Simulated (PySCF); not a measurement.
SMILES c1c(ccc(c1)O)-c1sccc1, singlet (GFN2-xTB optimised geometry):

```
20

O      2.971    -3.398     0.000
C      2.074    -2.377    -0.003
C      0.703    -2.593    -0.097
C     -0.174    -1.528    -0.097
C      0.291    -0.215    -0.001
C     -0.623     0.908     0.000
C     -1.993     0.908     0.000
C     -2.557     2.199     0.000
C     -1.618     3.180    -0.001
S     -0.023     2.544     0.000
C      1.672    -0.014     0.091
C      2.552    -1.073     0.091
H      2.508    -4.242    -0.069
H      0.324    -3.604    -0.173
H     -1.232    -1.723    -0.176
H     -2.590     0.014     0.006
H     -3.616     2.387     0.001
H     -1.760     4.242    -0.001
H      2.054     0.993     0.165
H      3.616    -0.914     0.163
```

Computed with CAM-B3LYP/def2-SVP in PySCF 2.14.0.

**Question.** What are the frontier orbital energies and the dipole moment?

**Answer.** HOMO-2 -8.74 eV, HOMO-1 -8.35 eV, HOMO -6.82 eV, LUMO 0.14 eV, LUMO+1 0.94 eV; dipole moment 1.83 D.

Meta-Löwdin charges at CAM-B3LYP/def2-SVP: O1 -0.44, C2 0.23, C3 -0.16, C4 -0.09, C5 -0.01, C6 -0.10, C7 -0.15, C8 -0.13, C9 -0.23, S10 0.24, C11 -0.10, C12 -0.14, H13 0.32, H14 0.10, H15 0.10, H16 0.11, H17 0.11, H18 0.12, H19 0.10, H20 0.11.
